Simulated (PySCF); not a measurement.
C4H4Cl2. Atoms are numbered in the order given.

```xyz
10

C     -2.4473    -0.8481    -0.4467
C     -1.2074    -0.4015    -0.2079
Cl    -1.0033     1.1155     0.6120
C     -0.0198    -1.1640    -0.6216
C      1.2947    -0.9378    -0.5099
Cl     2.0900     0.4117     0.2022
H     -3.3240    -0.2765    -0.1363
H     -2.5971    -1.8008    -0.9611
H     -0.2735    -2.1048    -1.1213
H      2.0002    -1.6725    -0.9058
```

Geometry: ωB97X-D3(BJ)/def2-SVP. The structure was generated by enumeration; whether it is a known compound was not checked. Other conformers were not sampled.

All values below come from PBE0/pcSseg-1 (PySCF).

GIAO shieldings, no solvent; atoms alike by connectivity are averaged. δ = σ(ref) − σ: ¹³C against TMS (σ = 186.3 ppm); ³⁵Cl against HCl (σ = 945.9 ppm); ¹H against TMS (σ = 31.56 ppm), references at their B3LYP-D3(BJ)/def2-TZVP geometries, non-relativistic (without spin–orbit terms, shifts of atoms bonded to Cl or Br come out too high).

Computed chemical shifts:
```csv
nucleus,atoms,count,δ (ppm)
¹³C,C2,1,151.4
¹³C,C5,1,136.0
¹³C,C4,1,135.1
¹³C,C1,1,129.4
³⁵Cl,Cl3,1,241.0
³⁵Cl,Cl6,1,219.7
¹H,H9,1,6.38
¹H,H10,1,6.32
¹H,"H7, H8",2,5.87
```
